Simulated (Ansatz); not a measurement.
C$_{2}$H$_{10}$N$_{2}$Sn (`C[NH][SnH2][NH]C`). The species carries charge 0 and has multiplicity 1. Sn: def2 effective core potential. Geometry: relaxed with PBE0-D4/def2-TZVP. It is one conformer, not always the lowest.

```xyz
15

C    -2.616    0.328   -0.666
N    -1.705    0.863    0.328
Sn    0.277    0.926   -0.038
N     1.098   -0.892    0.344
C     2.527   -1.008    0.561
H    -2.624   -0.769   -0.742
H    -3.642    0.651   -0.460
H    -2.356    0.721   -1.653
H    -1.930    0.528    1.255
H     1.044    1.969    1.071
H     0.395    1.427   -1.675
H     0.759   -1.626   -0.263
H     3.145   -0.926   -0.347
H     2.768   -1.966    1.036
H     2.860   -0.226    1.249
```

What is the dipole moment at B3LYP/def2-TZVPP? (An estimate is asked.)

The calculation gave: 1.00 D, with components (0.20, -0.85, -0.48) D in this frame, pointing from negative to positive charge.

And with PBE, r2SCAN, ωB97M-V? (Estimate.)

Computed: PBE 0.98 D, r2SCAN 0.98 D, ωB97M-V 0.99 D.

Give the Mulliken charges with B3LYP, PBE, r2SCAN in def2-TZVPP. (Estimate.)

Computed: 
```tsv
atom	B3LYP	PBE	r2SCAN
C1	-0.19	-0.20	-0.04
N2	-0.49	-0.45	-0.52
Sn3	0.88	0.77	0.85
N4	-0.49	-0.45	-0.52
C5	-0.18	-0.20	-0.04
H6	0.09	0.09	0.05
H7	0.09	0.09	0.05
H8	0.09	0.09	0.05
H9	0.12	0.13	0.13
H10	-0.14	-0.12	-0.13
H11	-0.16	-0.14	-0.14
H12	0.11	0.12	0.13
H13	0.09	0.09	0.05
H14	0.09	0.09	0.05
H15	0.09	0.09	0.05
```

B3LYP here is the variant with VWN-RPA as its local correlation; programs differ in this.
